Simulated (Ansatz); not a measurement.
`NC[CH2][GeH3]` and `[AlH2][CH2][CH2][GeH3]` differ in one atom or group.

Ansatz, PBE0-D4/def2-TZVP geometries, multiplicity 1. Each molecule was computed in one conformer, which needn't be the lowest.

Scalar relativity is left out up to krypton.

```tsv
property	`NC[CH2][GeH3]`
LUMO energy (ωB97M-V/def2-TZVPP) / eV	2.26
size of the dipole moment (ωB97M-V/def2-TZVPP) / D	1.33
HOMO energy (PBE/def2-TZVPP) / eV	-5.45
HOMO energy (PBE0/def2-TZVPP) / eV	-6.94
HOMO–LUMO gap (ωB97M-V/def2-TZVPP) / eV	11.62
LUMO energy (PBE0/def2-TZVPP) / eV	0.79
```

(1) What does the change do to each property? (Estimate.)

Answers

(1) Computed: 
```
                                          property  `[AlH2][CH2][CH2][GeH3]`  shift
             LUMO energy (ωB97M-V/def2-TZVPP) / eV                      0.14  -2.12
size of the dipole moment (ωB97M-V/def2-TZVPP) / D                      0.21  -1.12
                 HOMO energy (PBE/def2-TZVPP) / eV                     -6.05  -0.60
                HOMO energy (PBE0/def2-TZVPP) / eV                     -7.18  -0.24
           HOMO–LUMO gap (ωB97M-V/def2-TZVPP) / eV                      9.45  -2.17
                LUMO energy (PBE0/def2-TZVPP) / eV                     -1.43  -2.22
```

With PBE0 the HOMO falls by 0.24 eV and the LUMO falls by 2.22 eV, so the gap narrows by about 1.98 eV. PBE moves the HOMO by -0.60 eV and ωB97M-V by 0.05 eV. Dipoles are sizes alone; their direction can turn.
